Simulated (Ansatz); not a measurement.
`[F][In]([Br])[Br]` and `S[S][In]([Br])[Br]` differ in one atom or group.

Ansatz, PBE0-D4/def2-TZVP geometries, multiplicity 1. Each molecule was computed in one conformer, which needn't be the lowest.

Elements past krypton have def2 core potentials. Scalar relativity is left out up to krypton.

```json
{"property": "HOMO energy (ωB97M-V/def2-TZVPP) / eV", "`[F][In]([Br])[Br]`": "-11.19"}
{"property": "HOMO–LUMO gap (ωB97M-V/def2-TZVPP) / eV", "`[F][In]([Br])[Br]`": "10.08"}
{"property": "LUMO energy (B3LYP/def2-TZVPP) / eV", "`[F][In]([Br])[Br]`": "-3.36"}
{"property": "size of the dipole moment (ωB97M-V/def2-TZVPP) / D", "`[F][In]([Br])[Br]`": "1.30"}
{"property": "HOMO–LUMO gap (PBE0/def2-TZVPP) / eV", "`[F][In]([Br])[Br]`": "5.94"}
{"property": "LUMO energy (ωB97M-V/def2-TZVPP) / eV", "`[F][In]([Br])[Br]`": "-1.11"}
```

(1) Give the same properties after the change, and the shifts. (Estimate.)

## Answers

(1) The calculation gave: 
| property | `S[S][In]([Br])[Br]` | shift |
| --- | --- | --- |
| HOMO energy (ωB97M-V/def2-TZVPP) / eV | -9.45 | 1.74 |
| HOMO–LUMO gap (ωB97M-V/def2-TZVPP) / eV | 8.65 | -1.43 |
| LUMO energy (B3LYP/def2-TZVPP) / eV | -2.92 | 0.44 |
| size of the dipole moment (ωB97M-V/def2-TZVPP) / D | 1.47 | 0.17 |
| HOMO–LUMO gap (PBE0/def2-TZVPP) / eV | 4.76 | -1.18 |
| LUMO energy (ωB97M-V/def2-TZVPP) / eV | -0.80 | 0.31 |

With PBE0 the HOMO rises by 1.57 eV and the LUMO rises by 0.40 eV, so the gap narrows by about 1.17 eV. PBE moves the HOMO by 1.36 eV and ωB97M-V by 1.74 eV. The zero-point energy changes by 24.9 kJ/mol with +6 modes. Dipoles are sizes alone; their direction can turn.

B3LYP here is the variant with VWN-RPA as its local correlation; programs differ in this.

Spin–orbit coupling is left out; it splits and shifts lone-pair levels of the heavy atoms by tenths of an eV.
